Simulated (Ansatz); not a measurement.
BClH6Si2 (`[SiH3][SiH2]BCl`), 10 atoms. Charge 0, multiplicity 1. All runs use 2 threads of an Arm Neoverse V2 on a shared host. Correlated methods freeze the cores.

Task: Give the basis size and wall time and peak host memory of each of these runs in Ansatz. RKS PBE0-D4/def2-QZVPP energy; RKS ωB97X-V/def2-TZVPP energy; RHF-CCSD(T)/def2-TZVPP energy; RHF-CCSD(T)/def2-SVP energy; RHF-MP2/def2-QZVPP energy; RKS PBE0-D4/def2-SVP energy; RKS PBE0-D4/def2-TZVP frequencies; RKS BLYP-D4/def2-TZVPP energy; RKS r2SCAN-D4/def2-TZVPP energy and forces; RKS ωB97M-V/def2-TZVPP energy and forces; RKS ωB97M-V/def2-QZVPP energy; RKS ωB97M-V/def2-SVP energy. (An estimate is asked.)

Result: Ansatz gave: Other jobs shared the machine, so times are rough.

| level | job | functions | wall time | peak host memory (GiB) |
| --- | --- | --- | --- | --- |
| RKS PBE0-D4/def2-SVP | energy | 98 | 1.6 s | 0.49 |
| RKS BLYP-D4/def2-TZVPP | energy | 241 | 3.7 s | 0.32 |
| RHF-CCSD(T)/def2-SVP | energy | 98 | 3.7 s | 0.49 |
| RKS ωB97M-V/def2-SVP | energy | 98 | 7.5 s | 0.49 |
| RKS r2SCAN-D4/def2-TZVPP | energy and forces | 241 | 9 s | 0.34 |
| RKS ωB97X-V/def2-TZVPP | energy | 241 | 14 s | 0.74 |
| RKS PBE0-D4/def2-QZVPP | energy | 447 | 15 s | 1.5 |
| RKS ωB97M-V/def2-TZVPP | energy and forces | 241 | 20 s | 0.87 |
| RHF-MP2/def2-QZVPP | energy | 447 | 29 s | 2.3 |
| RKS ωB97M-V/def2-QZVPP | energy | 447 | 32 s | 1.8 |
| RKS PBE0-D4/def2-TZVP | frequencies | 178 | 3.2 min | 0.49 |
| RHF-CCSD(T)/def2-TZVPP | energy | 241 | 7.3 min | 1.8 |
